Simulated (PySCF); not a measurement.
**Identify the compound**

The spectra below were simulated for a compound C6H12FOP.

1H NMR (500 MHz, computed): δ 4.07 (m, 2H), 3.05 (s, 3H), 2.31 (m, 1H), 1.20 (d, 6H).

13C{1H} NMR (computed): δ 240.9 (C), 59.6 (CH2), 52.3 (CH3), 34.8 (CH), 21.5 (CH3, 2C).

Method: σ from GIAO-HF/pcSseg-1, geometry: PBE0-D3(BJ)/def2-SVP, in PySCF (non-relativistic, one computed conformer, averaged over atoms made equivalent by symmetry, fast rotation or ring inversion, gas phase).

Scale: TMS for 1H (σ = 31.69 ppm), 13C (σ = 190.85 ppm) (reference shieldings calculated alike).

Question: What is the structure?

Answer: 
5 carbon signals for 6 carbons: some carbons are equivalent by symmetry or fast rotation. Carbon types of the structure: 1 × C, 1 × CH, 1 × CH2, 3 × CH3, which accounts for all hydrogens. δC 240.9: carbon double-bonded to a heavier main-group atom. δC 59.6: sp3 CH2 bonded to O and P; pulled downfield by the heteroatom. δC 52.3: methyl carbon bonded to O; deshielded by the electronegative neighbour. δC 34.8: sp3 CH; a saturated carbon with 3 carbon neighbours and no heteroatom attached. δC 21.5: methyl carbon; saturated and bonded to C and H only. δH 4.07: hydrogen on an sp3 CH2 bonded to O and P; its carbon carries O, an electronegative neighbour. δH 3.05: hydrogen on a methyl carbon bonded to O; its carbon carries O, hence the downfield position.

These data were computed for SMILES CC(/C(=P/COC)F)C.

The data come from this structure; uniqueness wasn't tested.

Splittings by 19F and 31P in the carbon and heteronuclear signals aren't shown, as no couplings were computed. Shifts are as computed. Against solution values, carbons near 30 ppm lie about -0 ppm off and those near 130 ppm about +7 ppm (rms about the fit 1.9 ppm; single classes can miss by 10 ppm). Of 1328 compounds with measured shifts, 309 miss one by over three times the rms of a fit or turn the order of signals round; such compounds aren't used in these exercises. Signals without a measured value on file couldn't be tested in this way. Multiplicities follow the n + 1 count of equivalent neighbours, as no J values were calculated; m marks all less simple cases, F and P coupling included.
